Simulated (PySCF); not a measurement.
Isomers of CH2B2O. Isolated molecules, 0 K electronic values unless said otherwise. One relaxed conformer stands for each flexible species; it need not be the lowest. Strings in code marks are SMILES.

Quantity: electronic energy of isomers of CH2B2O relative to `[H]/B=C\B=O`, in eV.

Level 1: B3LYP/6-311+G** // r2SCAN-D4/def2-TZVP (PySCF)
Level 2: B3LYP/6-31G* // r2SCAN-D4/def2-TZVP (PySCF)
Level 3: PBE/6-31G* // r2SCAN-D4/def2-TZVP (PySCF)
Level 4: frozen-core MP2/6-31G* // r2SCAN-D4/def2-TZVP (PySCF)

| species | level 1 | level 2 | level 3 | level 4 |
|---|---|---|---|---|
| `OC1=BB1` | 3.76 | 3.77 | 3.34 | 3.75 |
| `B=C=BO` | 0.83 | 0.98 | (withheld) | 1.14 |
| `[H]/B=C1\BO1` | 2.82 | (withheld) | (withheld) | 2.88 |

**Question.** Complete the blanks.

**Answer.** 
- `B=C=BO`, level 3: 0.94
- `[H]/B=C1\BO1`, level 2: 2.62
- `[H]/B=C1\BO1`, level 3: 2.42
